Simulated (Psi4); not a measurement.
C2H6SSe (SMILES CS[Se]C), singlet, geometry from GFN2-xTB, atoms displaced at random by about 0.03 Å a coordinate; R2SCAN/6-31G, gradient (Psi4).

The Psi4 input:
```
memory 2 GB

molecule mol {
0 1
  Se    0.293587    0.342325    0.769842
  C     1.141153    1.606199   -0.489862
  H     1.953786    1.120809   -1.065844
  H     1.561473    2.410444    0.108507
  H     0.406340    1.988866   -1.168158
  S    -0.274714   -1.237978   -0.602813
  C    -1.905421   -0.721565   -1.139324
  H    -2.563562   -0.658868   -0.325025
  H    -2.268574   -1.563671   -1.810829
  H    -1.893406    0.170273   -1.666882
symmetry c1
no_reorient
no_com
}

set basis 6-31g
set reference rks

gradient('r2scan')
print_variables()
```

What the program printed (banner, timings and long lists left out):

```
gradient() will perform analytic gradient computation.

   => Loading Basis Set <=

    Name: 6-31G
    Role: ORBITAL
    Keyword: BASIS

         ---------------------------------------------------------
                                   SCF
               by Justin Turney, Rob Parrish, Andy Simmonett
                          and Daniel G. A. Smith
                              RKS Reference
         ---------------------------------------------------------

  ==> Geometry <==

    Molecular point group: c1
    Full point group: C1

    Geometry (in Angstrom), charge = 0, multiplicity = 1:

       Center              X                  Y                   Z               Mass
    ------------   -----------------  -----------------  -----------------  -----------------
         SE           0.293587000000     0.342325000000     0.769842000000    79.916521800000
         C            1.141153000000     1.606199000000    -0.489862000000    12.000000000000
         H            1.953786000000     1.120809000000    -1.065844000000     1.007825032230
         H            1.561473000000     2.410444000000     0.108507000000     1.007825032230
         H            0.406340000000     1.988866000000    -1.168158000000     1.007825032230
         S           -0.274714000000    -1.237978000000    -0.602813000000    31.972071174400
         C           -1.905421000000    -0.721565000000    -1.139324000000    12.000000000000
         H           -2.563562000000    -0.658868000000    -0.325025000000     1.007825032230
         H           -2.268574000000    -1.563671000000    -1.810829000000     1.007825032230
         H           -1.893406000000     0.170273000000    -1.666882000000     1.007825032230

  Running in c1 symmetry.

  Rotational constants: A =      0.20999  B =      0.07197  C =      0.06538 [cm^-1]
  Rotational constants: A =   6295.47055  B =   2157.56116  C =   1959.97843 [MHz]
  Nuclear repulsion =  350.954079021520386

  Charge       = 0
  Multiplicity = 1
  Electrons    = 68
  Nalpha       = 34
  Nbeta        = 34

  ==> Algorithm <==

  SCF Algorithm Type is DF.
  DIIS enabled.
  MOM disabled.
  Fractional occupation disabled.
  Guess Type is SAD.
  Energy threshold   = 1.00e-08
  Density threshold  = 1.00e-08
  Integral threshold = 1.00e-12

  ==> Primary Basis <==

  Basis Set: 6-31G
    Blend: 6-31G
    Number of shells: 40
    Number of basis functions: 72
    Number of Cartesian functions: 72
    Spherical Harmonics?: false
    Max angular momentum: 2

  ==> DFT Potential <==

   => LibXC <=

    Version 7.1.2
    S. Lehtola, C. Steigemann, M. J. T. Oliveira, and M. A. L. Marques,  SoftwareX 7, 1–5 (2018) (10.1016/j.softx.2017.11.002)

   => Composite Functional: R2SCAN <=

    r2SCAN Meta-GGA XC Functional  (0.1021/acs.jpclett.0c02405)
    J. W. Furness, A. D. Kaplan, J. Ning, J. P. Perdew, J. Sun  J. Phys. Chem. Lett.  11, 8208–8215, 2020

    Deriv               =              1
    GGA                 =           TRUE
    Meta                =           TRUE

    Exchange Hybrid     =          FALSE
    MP2 Hybrid          =          FALSE

   => Exchange Functionals <=

    1.0000   XC_MGGA_X_R2SCAN

   => Correlation Functionals <=

    1.0000   XC_MGGA_C_R2SCAN

   => LibXC Density Thresholds  <==

    XC_MGGA_C_R2SCAN:  1.00E-15
    XC_MGGA_X_R2SCAN:  1.00E-11

   => Molecular Quadrature <=

    Radial Scheme          =       TREUTLER
    Pruning Scheme         =           NONE
    Nuclear Scheme         =       TREUTLER

    Blocking Scheme        =         OCTREE
    BS radius alpha        =              1
    Pruning alpha          =              1
    Radial Points          =             75
    Spherical Points       =            302
    Total Points           =         214381
    Total Blocks           =           1623
    Max Points             =            256
    Max Functions          =             69
    Weights Tolerance      =       1.00E-15

   => Loading Basis Set <=

    Name: (6-31G AUX)
    Role: JKFIT
    Keyword: DF_BASIS_SCF

  ==> Integral Setup <==

  SCF_SUBTYPE=INCORE selected. In-core MEM_DF algorithm will be used.
  Using in-core AOs.

  ==> MemDFJK: Density-Fitted J/K Matrices <==

    J tasked:                   Yes
    K tasked:                    No
    wK tasked:                   No
    Algorithm:                 Core
    Schwarz Cutoff:           1E-12
    Mask sparsity (%):       2.7778
    Fitting Condition:        1E-10

   => Auxiliary Basis Set <=

  Basis Set: (6-31G AUX)
    Blend: CC-PVDZ-JKFIT
    Number of shells: 185
    Number of basis functions: 651
    Number of Cartesian functions: 651
    Spherical Harmonics?: false
    Max angular momentum: 3

  Minimum eigenvalue in the overlap matrix is 1.0181458782E-03.
  Reciprocal condition number of the overlap matrix is 2.0771979790E-04.
    Using symmetric orthogonalization.

  ==> Pre-Iterations <==

  SCF Guess: Superposition of Atomic Densities via on-the-fly atomic UHF (no occupation information).

   -------------------------
    Irrep   Nso     Nmo
   -------------------------
     A         72      72
   -------------------------
    Total      72      72
   -------------------------

  ==> Iterations <==

                           Total Energy        Delta E     RMS |[F,P]|

   @DF-RKS iter SAD: -2876.29254207264648   -2.87629e+03   0.00000e+00
   @DF-RKS iter   1: -2878.16750506518292   -1.87496e+00   3.23405e-02 DIIS/ADIIS
   @DF-RKS iter   2: -2878.05896327708342    1.08542e-01   3.18074e-02 DIIS/ADIIS
   @DF-RKS iter   3: -2878.98626180180008   -9.27299e-01   3.18979e-03 DIIS/ADIIS
   @DF-RKS iter   4: -2879.01742612986527   -3.11643e-02   1.36835e-03 DIIS/ADIIS
   @DF-RKS iter   5: -2879.02448784334865   -7.06171e-03   3.30517e-04 DIIS/ADIIS
   @DF-RKS iter   6: -2879.02483028716961   -3.42444e-04   6.25646e-05 DIIS
   @DF-RKS iter   7: -2879.02484087584980   -1.05887e-05   1.99361e-05 DIIS
[...]
  @DF-RKS Final Energy: -2879.02484238242096
[...]
    Empirical Dispersion Energy =           0.0000000000000000
    VV10 Nonlocal Energy =                  0.0000000000000000
    Total Energy =                      -2879.0248423824209567

Computation Completed

Properties will be evaluated at   0.000000,   0.000000,   0.000000 [a0]

Properties computed using the SCF density matrix

 Multipole Moments:

 ------------------------------------------------------------------------------------
     Multipole            Electronic (a.u.)      Nuclear  (a.u.)        Total (a.u.)
 ------------------------------------------------------------------------------------

 L = 1.  Multiply by 2.5417464519 to convert [e a0] to [Debye]
 Dipole X            :          3.0468291           -3.4072083           -0.3603792
 Dipole Y            :         -0.4155703            1.1471753            0.7316050
 Dipole Z            :         -2.0771869            1.5614297           -0.5157573
 Magnitude           :                                                    0.9649480

 ------------------------------------------------------------------------------------

         ------------------------------------------------------------
                                   SCF GRAD
                          Rob Parrish, Justin Turney,
                       Andy Simmonett, and Alex Sokolov
         ------------------------------------------------------------

  ==> Geometry <==

    Molecular point group: c1
    Full point group: C1

    Geometry (in Angstrom), charge = 0, multiplicity = 1:

       Center              X                  Y                   Z               Mass
    ------------   -----------------  -----------------  -----------------  -----------------
         SE           0.293587000000     0.342325000000     0.769842000000    79.916521800000
         C            1.141153000000     1.606199000000    -0.489862000000    12.000000000000
         H            1.953786000000     1.120809000000    -1.065844000000     1.007825032230
         H            1.561473000000     2.410444000000     0.108507000000     1.007825032230
         H            0.406340000000     1.988866000000    -1.168158000000     1.007825032230
         S           -0.274714000000    -1.237978000000    -0.602813000000    31.972071174400
         C           -1.905421000000    -0.721565000000    -1.139324000000    12.000000000000
         H           -2.563562000000    -0.658868000000    -0.325025000000     1.007825032230
         H           -2.268574000000    -1.563671000000    -1.810829000000     1.007825032230
         H           -1.893406000000     0.170273000000    -1.666882000000     1.007825032230

  Nuclear repulsion =  350.954079021520386

  ==> Basis Set <==

  Basis Set: 6-31G
    Blend: 6-31G
    Number of shells: 40
    Number of basis functions: 72
    Number of Cartesian functions: 72
    Spherical Harmonics?: false
    Max angular momentum: 2

  ==> DFJKGrad: Density-Fitted SCF Gradients <==

    Gradient:                    1
    J tasked:                  Yes
    K tasked:                   No
    wK tasked:                  No
    Integrals threads:           1
    Schwarz Cutoff:          1E-12
    Fitting Condition:       1E-10

   => Auxiliary Basis Set <=

  Basis Set: (6-31G AUX)
    Blend: CC-PVDZ-JKFIT
    Number of shells: 185
    Number of basis functions: 651
    Number of Cartesian functions: 651
    Spherical Harmonics?: false
    Max angular momentum: 3

  ==> DFT Potential <==

   => LibXC <=

    Version 7.1.2
    S. Lehtola, C. Steigemann, M. J. T. Oliveira, and M. A. L. Marques,  SoftwareX 7, 1–5 (2018) (10.1016/j.softx.2017.11.002)

   => Composite Functional: R2SCAN <=

    r2SCAN Meta-GGA XC Functional  (0.1021/acs.jpclett.0c02405)
    J. W. Furness, A. D. Kaplan, J. Ning, J. P. Perdew, J. Sun  J. Phys. Chem. Lett.  11, 8208–8215, 2020

    Deriv               =              1
    GGA                 =           TRUE
    Meta                =           TRUE

    Exchange Hybrid     =          FALSE
    MP2 Hybrid          =          FALSE

   => Exchange Functionals <=

    1.0000   XC_MGGA_X_R2SCAN

   => Correlation Functionals <=

    1.0000   XC_MGGA_C_R2SCAN

   => LibXC Density Thresholds  <==

    XC_MGGA_C_R2SCAN:  1.00E-15
    XC_MGGA_X_R2SCAN:  1.00E-11

   => Molecular Quadrature <=

    Radial Scheme          =       TREUTLER
    Pruning Scheme         =           NONE
    Nuclear Scheme         =       TREUTLER

    Blocking Scheme        =         OCTREE
    BS radius alpha        =              1
    Pruning alpha          =              1
    Radial Points          =             75
    Spherical Points       =            302
    Total Points           =         214381
    Total Blocks           =           1623
    Max Points             =            256
    Max Functions          =             69
    Weights Tolerance      =       1.00E-15

  -Total Gradient:
     Atom            X                  Y                   Z
    ------   -----------------  -----------------  -----------------
       1       -0.014341912197    -0.031474937625    -0.036189448413
       2       -0.017896331835     0.006806438678     0.005336138390
       3        0.007394246502    -0.001713682490    -0.007474978166
       4       -0.000917912675    -0.003885123409    -0.002832824134
       5        0.010230725912    -0.007161370372     0.008973613215
       6       -0.020221844555     0.043412296586     0.018460558380
       7        0.022586575799     0.051094360968     0.026519998408
       8        0.021092133820    -0.002716572694    -0.025274960020
       9       -0.005982636447    -0.019853963725    -0.011795742412
      10       -0.001086872850    -0.036655335787     0.023802369199

  Variable Map:
  ----------------------------------------------------------------------------
[...]
  Array Variable Map:
  ----------------------------------------------------------------------------
[...]
[...]
```
